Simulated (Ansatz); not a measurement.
Two shapes of singlet CH₃Br.

Shape 1:

```xyz
5

C    -0.0366   -0.0069   -1.4778
Br    0.0159   -0.0073    0.4652
H     0.0436   -1.0312   -1.8350
H    -0.9093    0.5425   -1.9016
H     0.9495    0.5190   -1.8662
```

Shape 2:

```xyz
5

C     0.0000    0.0000   -1.3903
Br    0.0000    0.0000    0.3849
H     0.0000   -0.9563   -1.7093
H    -0.8282    0.4782   -1.7093
H     0.8282    0.4782   -1.7093
```

Basis set: 6-31G* (spherical functions). Frozen core: 10 orbitals. Charge 0, multiplicity 1.

Computed with Ansatz (development build ahead of 0.2.0); each method stands on the lowest determinant of its kind that the runs found.

(1) Which shape is lower in energy, and by how much in each method?

Results:

(1)

```tsv
method	E(2) − E(1) (eV)
RHF	0.441
RHF-MP2	0.567
```

Shape 1 is lower. Caution: no unrestricted run beside it, a lower state can exist.
